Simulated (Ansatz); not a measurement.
`FB([SiH3])Br` → `F[B]Br`• + `[SiH3]`• at 298.15 K and 1 bar (homolysis of the B–Si bond).

Gas-phase electronic energies from Ansatz, PBE0-D4/def2-TZVP geometries. CBS: MP2 limit from def2 TZ/QZ plus the TZ coupled-cluster correction, frozen cores. This one scheme is used for every species. Open shells (•) are unrestricted, without spin–orbit coupling. For Br outer-core shells are correlated without core-valence functions, which leaves a few kJ/mol of doubt a bond. Scalar relativity is left out up to krypton.

```tsv
species	CCSD(T)/CBS energy (Eh)	H − E (kJ/mol)	S (J/(mol·K))
`FB([SiH3])Br`	-2988.86296	102.0	341.3
`F[B]Br`•	-2697.91293	25.4	276.2
`[SiH3]`•	-290.80808	66.0	217.1
```

H − E and S are ideal-gas, rigid-rotor, harmonic terms from PBE0-D4/def2-TZVP, with the whole ground term of open shells counted as degenerate. 1 Eh = 2625.50 kJ/mol, R = 8.31446 J/(mol·K).

Task: By hand: ΔE, ΔH, ΔS and ΔG.

Result: ΔE = (-2697.91293) + (-290.80808) − (-2988.86296) = 0.14195 Eh = 372.7 kJ/mol. Δ(H − E) = 25.4 + 66.0 − 102.0 = -10.6, so ΔH = 362.1 kJ/mol. ΔS = 276.2 + 217.1 − 341.3 = 152.0 J/(mol·K). ΔG = 362.1 − 298.15 × (152.0)/1000 = 316.8 kJ/mol.

Task: By hand: the equilibrium constant, and the temperature at which ΔG would vanish if ΔH and ΔS stayed fixed.

Result: log₁₀ K = −ΔG/(RT ln 10) = -55.5. ΔG = 0 at ΔH/ΔS = 2382 K.

The number of gas molecules changes by +1, which sets the sign of ΔS. A doubt of 5 kJ/mol in ΔE shifts log₁₀ K by 0.9 here. Modes under 60 cm⁻¹, often nearly free rotors, make the harmonic entropy too high. These are equilibria of isolated gas molecules and say nothing of rates. Largest T1 diagnostic: 0.015 (customary marks: 0.02 for closed shells, 0.045 for open ones).
